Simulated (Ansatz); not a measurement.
Reactions of `ClC(Br)Br`.

Calculated with Ansatz (gas phase, PBE0-D4/def2-TZVP geometries, no zero-point term in ΔE). CBS: MP2 limit from def2 TZ/QZ plus the TZ coupled-cluster correction, frozen cores. This one scheme is used for every species, atoms too. Functionals use def2-TZVPP. Open shells (•) are unrestricted, without spin–orbit coupling. Spin–orbit coupling would lower the free atoms: a little for C, Cl; clearly for Br. For Br outer-core shells are correlated without core-valence functions, so the limit isn't a true one: a few kJ/mol of doubt a bond, and 10 to 20 or more in all where bonds break to atoms. Scalar relativity is left out up to krypton.

```csv
reaction,MP2/CBS(def2) (kJ/mol),B2PLYP (kJ/mol),LDA (SPW92) (kJ/mol),r2SCAN-D4 (kJ/mol)
`ClC(Br)Br` → Br• + `Cl[CH]Br`•,312,252,331,254
`ClC(Br)Br` → 2 Br• + C• + Cl• + H•,1422,1306,1643,1358
`ClC(Br)Br` + HCl → `ClC(Cl)Br` + HBr,9,5,0,3
`ClC(Br)Br` → `Br[CH]Br`• + Cl•,360,302,389,305
`ClC(Br)Br` + H–F → `FC(Br)Br` + HCl,23,-4,-8,-10
`ClC(Br)Br` + H₂ → `ClCBr` + HBr,-85,-102,-91,-96
`ClC(Br)Br` + HBr → `BrC(Br)Br` + HCl,-9,-5,0,-3
```

Question: Give the CCSD(T)/CBS values in the same order. (An estimate is asked.)

Answer: Ansatz gave: 281, 1352, 6, 326, 9, -96, -7 kJ/mol.

Largest T1 diagnostic: 0.014, for `Cl[CH]Br`•.
